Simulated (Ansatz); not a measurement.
Input file for B$_{5}$, SMILES `[B][B][B][B][B]` radical:

```yaml
crystal:
  periodic: [false, false, false]
  atoms:
    - {symbol: B, position_ang: [-2.365870, 1.538000, -1.255686]}
    - {symbol: B, position_ang: [-1.188174, 0.772692, -0.630672]}
    - {symbol: B, position_ang: [0.012316, -0.007788, 0.006566]}
    - {symbol: B, position_ang: [1.182462, -0.768668, 0.627653]}
    - {symbol: B, position_ang: [2.359276, -1.534225, 1.252140]}
basis:
  gaussian: {orbitals: def2-TZVPP}
magnetization: {spin_polarized: true, initial_magnetization: 1}
correlation: {method: ccsd_t}
scf: {omitted_lower_state_checks: [cluster_reference]}
output: {orbitals: {seedname: orbitals}}
```

```sh
$ ansatz run in.yaml --threads 4 --pin off --events-out ev --progress --plain --max-ram 10444MiB
```

The program prints (abridged):

```
Functional definition: HF
980 factors; integrals over basis functions are off by at most 4.5e-4 eV
mean field evaluation 1: about -3341.4217 eV, gradient 1.7e1 eV
mean field evaluation 2: about -3341.4255 eV, gradient 1.7e1 eV
mean field evaluation 4: about -3343.1017 eV, gradient 1.2e1 eV
mean field evaluation 8: about -3344.4639 eV, gradient 2.9e0 eV
mean field evaluation 16: about -3349.2385 eV, gradient 1.3e0 eV
mean field evaluation 32: about -3349.6218 eV, gradient 3.1e-5 eV
mean field -3350.05284744 eV, -123.1121713961 hartree, gradient 2.4e-6 eV, S^2 3.449913; 22 other end points of the search recorded, 0 dependent functions left out
5 core orbitals not correlated: weight in the atoms' cores, before any rotation towards them, 1.000 or more for the frozen orbitals, at most 0.000 for the correlated occupied ones
reference -3350.05284744 eV, -123.1121713961 hartree; 8, 7 occupied and 142, 143 virtual orbitals, 980 factors
second order -8.14896486 eV of doubles, -0.00000000 eV of singles
cycle   1  -9.02397750 eV  change   -8.8e-1 eV  update   1.2e-1
cycle   2  -9.46526673 eV  change   -4.4e-1 eV  update   5.7e-2
cycle   3  -9.60386742 eV  change   -1.4e-1 eV  update   4.8e-2
cycle   4  -9.68447012 eV  change   -8.1e-2 eV  update   3.4e-2
cycle   5  -9.72157627 eV  change   -3.7e-2 eV  update   2.2e-2
cycle   6  -9.76548052 eV  change   -4.4e-2 eV  update   1.4e-2
cycle   7  -9.78520619 eV  change   -2.0e-2 eV  update   7.5e-3
cycle   8  -9.79237543 eV  change   -7.2e-3 eV  update   3.6e-3
cycle   9  -9.79378032 eV  change   -1.4e-3 eV  update   2.2e-3
cycle  10  -9.79417235 eV  change   -3.9e-4 eV  update   1.4e-3
cycle  11  -9.79488278 eV  change   -7.1e-4 eV  update   8.9e-4
cycle  12  -9.79537804 eV  change   -5.0e-4 eV  update   5.2e-4
cycle  13  -9.79533210 eV  change    4.6e-5 eV  update   2.8e-4
cycle  14  -9.79531700 eV  change    1.5e-5 eV  update   1.7e-4
cycle  15  -9.79519477 eV  change    1.2e-4 eV  update   1.2e-4
cycle  16  -9.79517447 eV  change    2.0e-5 eV  update   8.3e-5
cycle  17  -9.79516462 eV  change    9.8e-6 eV  update   5.9e-5
cycle  18  -9.79516856 eV  change   -3.9e-6 eV  update   3.8e-5
cycle  19  -9.79517362 eV  change   -5.1e-6 eV  update   2.4e-5
cycle  20  -9.79516399 eV  change    9.6e-6 eV  update   1.7e-5
cycle  21  -9.79515882 eV  change    5.2e-6 eV  update   1.1e-5
perturbative correction -0.71240460 eV, -0.0261803860 hartree
WARN: the results are in doubt because among natural orbitals the method converges to other amplitudes
Total energy: -3360.56041086 eV, -123.4983172293 hartree
In doubt: among natural orbitals the method converges to other amplitudes
Checks for a lower state left out: cluster_reference
```

Hardware: 4 threads of an AMD EPYC 7R43 on a shared host. Wall time 2.5 min, peak host memory 2.6 GiB.

The correlation energy is -10.508 eV, 6.8 % of it from (T); the T1 diagnostic reads 0.0785.
